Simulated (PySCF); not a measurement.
Molecular orbitals of NiO⁺

BP86 at R = 1.655 Å; PySCF, no relativity, basis sets Ni def2-TZVPPD, O def2-TZVPPD. State: ⁴Σ⁻ (quartet), unpaired electrons σ ↑, π ↑↑. Only the outer orbitals are listed, counted within each symmetry.

```json
{"spin": "α", "orbital": "8σ", "occ.": "1", "ε (eV)": "-18.79", "on Ni (%)": "46", "main shells (%)": "48 O p, 45 Ni d"}
{"spin": "α", "orbital": "3π", "occ.": "1", "ε (eV)": "-18.03", "on Ni (%)": "47", "main shells (%)": "52 O p, 47 Ni d"}
{"spin": "α", "orbital": "3π", "occ.": "1", "ε (eV)": "-18.03", "on Ni (%)": "47", "main shells (%)": "52 O p, 47 Ni d"}
{"spin": "α", "orbital": "4π", "occ.": "1", "ε (eV)": "-15.34", "on Ni (%)": "54", "main shells (%)": "52 Ni d, 46 O p"}
{"spin": "α", "orbital": "4π", "occ.": "1", "ε (eV)": "-15.34", "on Ni (%)": "54", "main shells (%)": "52 Ni d, 46 O p"}
{"spin": "α", "orbital": "1δ", "occ.": "1", "ε (eV)": "-15.33", "on Ni (%)": "100", "main shells (%)": "100 Ni d"}
{"spin": "α", "orbital": "1δ", "occ.": "1", "ε (eV)": "-15.33", "on Ni (%)": "100", "main shells (%)": "100 Ni d"}
{"spin": "α", "orbital": "9σ", "occ.": "1", "ε (eV)": "-15.24", "on Ni (%)": "65", "main shells (%)": "48 Ni d, 35 O p, 16 Ni s"}
{"spin": "α", "orbital": "10σ", "occ.": "0", "ε (eV)": "-10.91", "on Ni (%)": "99", "main shells (%)": "80 Ni s, 15 Ni p"}
{"spin": "α", "orbital": "5π", "occ.": "0", "ε (eV)": "-6.50", "on Ni (%)": "101", "main shells (%)": "100 Ni p"}
{"spin": "α", "orbital": "5π", "occ.": "0", "ε (eV)": "-6.50", "on Ni (%)": "101", "main shells (%)": "100 Ni p"}
{"spin": "β", "orbital": "7σ", "occ.": "1", "ε (eV)": "-30.03", "on Ni (%)": "10", "main shells (%)": "88 O s"}
{"spin": "β", "orbital": "8σ", "occ.": "1", "ε (eV)": "-17.15", "on Ni (%)": "42", "main shells (%)": "50 O p, 39 Ni d"}
{"spin": "β", "orbital": "3π", "occ.": "1", "ε (eV)": "-16.12", "on Ni (%)": "61", "main shells (%)": "61 Ni d, 38 O p"}
{"spin": "β", "orbital": "3π", "occ.": "1", "ε (eV)": "-16.12", "on Ni (%)": "61", "main shells (%)": "61 Ni d, 38 O p"}
{"spin": "β", "orbital": "1δ", "occ.": "1", "ε (eV)": "-14.41", "on Ni (%)": "100", "main shells (%)": "100 Ni d"}
{"spin": "β", "orbital": "1δ", "occ.": "1", "ε (eV)": "-14.40", "on Ni (%)": "100", "main shells (%)": "100 Ni d"}
{"spin": "β", "orbital": "9σ", "occ.": "0", "ε (eV)": "-13.47", "on Ni (%)": "72", "main shells (%)": "50 Ni d, 28 O p, 21 Ni s"}
{"spin": "β", "orbital": "4π", "occ.": "0", "ε (eV)": "-13.14", "on Ni (%)": "41", "main shells (%)": "59 O p, 39 Ni d"}
{"spin": "β", "orbital": "4π", "occ.": "0", "ε (eV)": "-13.14", "on Ni (%)": "41", "main shells (%)": "59 O p, 39 Ni d"}
```

Q: Which are the highest filled and the lowest empty level, where do they sit, and how wide is the gap?

A: Highest filled β 1δ at -14.40 eV (in %: 100 Ni d); lowest empty β 9σ at -13.47 eV (in %: 50 Ni d, 28 O p, 21 Ni s); the gap at BP86 is 0.93 eV.

| Property | Result |
| --- | --- |
| bond order (Mayer) | 1.90 |
| ⟨S²⟩ | 3.756 |
| charge on Ni (Mulliken, basis-dependent) | 1.03 |
| charge on Ni (Löwdin, basis-dependent) | 0.94 |
| dipole moment (positive dipole points towards O; it is taken about the centre of mass and depends on that origin) | -3.08 D |

Shares are Mulliken populations and can fall outside 0 to 100 %.

With d or f electrons several states lie close, and the lowest PBE0 determinant need not be the measured ground state.
